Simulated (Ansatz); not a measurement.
System: sum formula H₂BO₃ (charge -1, singlet). 
Coordinates optimised at B3LYP-D3(BJ)/def2-TZVP (Ansatz, a first-principles code):
```xyz
6

O      1.3990    -0.4980     0.0337
B      0.1959    -0.0697     0.0047
O     -0.9813    -0.9252    -0.1575
O     -0.1822     1.3393     0.1295
H     -1.7832    -0.4679     0.1096
H     -1.0804     1.4871    -0.1785
```
Charge -1, spin multiplicity 1.

Parts of the frozen-core correlation energy in cc-pVDZ (Ansatz, hartree). Frozen orbitals: 4; correlated occupied orbitals by spin: 12 and 12; virtual: 50 and 50. Spin-orbit coupling is left out. Non-relativistic.

| term | value |
|---|---|
| reference (HF) | -250.58038 |
| MP2 opposite-spin | -0.47308 |
| MP2 same-spin | -0.17657 |
| CCSD correlation | -0.66255 |
| (T) | -0.01586 |
| T1 diagnostic | 0.014 |
| largest doubles amplitude | 0.048 |
